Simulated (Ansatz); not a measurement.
```xyz
9

Si   -0.669   -0.786   -0.585
N    -0.494    0.464    0.583
As    1.077    1.334    1.005
H    -0.329   -0.337   -1.965
H    -2.082   -1.251   -0.564
H     0.245   -1.910   -0.250
H    -1.309    0.946    0.926
H     1.913    0.081    1.263
H     1.649    1.459   -0.411
```

Total charge 0; spin multiplicity 1.

(1) List the PBE0/def2-TZVPP orbital energies in eV (Ansatz 0.2.0). (Best estimate.)

Results:

(1) The calculation gave: Occupied: -11598.61, -1802.62, -1469.13, -1312.59, -1312.57, -1312.54, -391.19, -192.50, -144.92, -139.22, -139.16, -139.05, -99.60, -99.57, -99.56, -45.67, -45.65, -45.55, -45.51, -45.47, -23.83, -17.38, -15.21, -12.38, -11.10, -10.90, -9.60, -9.57, -7.61, -7.40. Lowest empty: -0.33, 0.80, 1.10, 1.45, 1.65, 1.90, 2.24, 2.51.
